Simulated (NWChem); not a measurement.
Species: AlF4 anion; SMILES [F][Al-]([F])([F])[F]

Program: NWChem. Sets without diffuse functions describe the anion's extra electron poorly. The geometry was optimised at B3LYP/def2-SVPD. Total energies compare along this basis series because the functional is fixed.

```tsv
level	basis functions	energy (Ha)	highest occupied level (eV)	orbital gap (eV)
PBE/cc-pVDZ	74	-641.6645	-2.53	7.99
PBE/aug-cc-pVDZ	119	-641.7382	-3.42	6.64
PBE/cc-pVTZ	154	-641.8485	-3.06	8.02
PBE/aug-cc-pVTZ	234	-641.8688	-3.44	[?]
PBE/cc-pVQZ	279	-641.9055	-3.28	7.61
```

**Question.** Complete the blanks.

**Answer.** 
- PBE/aug-cc-pVTZ, orbital gap (eV): 6.53
